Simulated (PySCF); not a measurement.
## Electronic structure of Ne (neon, neutral) at the UHF level

Configuration: [Ne], closed-shell 1S. All numbers are calculated (PySCF 2.14, scalar relativity by spin-free X2C-1e, in dyall-av3z).

```
Total energy                        : -128.684454 hartree
One-electron energy                 : -182.7751 hartree
Hartree (Coulomb) energy            : 66.2200 hartree
Exchange energy                     : -12.1294 hartree
⟨S²⟩                                : 0.0000
⟨L²⟩                                : 0.000
Sum of ⟨r⟩                          : 7.887 bohr
Sum of ⟨r²⟩                         : 9.367 bohr²
Langevin diamagnetic susceptibility : -7.42 ×10⁻⁶ cm³/mol
```

```tsv
shell	electrons	mean orbital energy (hartree)	rms radius, mean of both spins (bohr)
1s	2	-32.81197	0.183
2s	2	-1.93565	0.982
2p	6	-0.84981	1.11
```

Spin-orbit constants ζ (cm⁻¹) from the X2C one-electron operator on these orbitals: bare nucleus, nucleus screened by l(l+1)(2l+1)/3 electrons, and screened by the Breit-Pauli mean field of the electrons.

```
shell   bare  screened nucleus  mean field
   2p  636.3             509.1       451.2
```
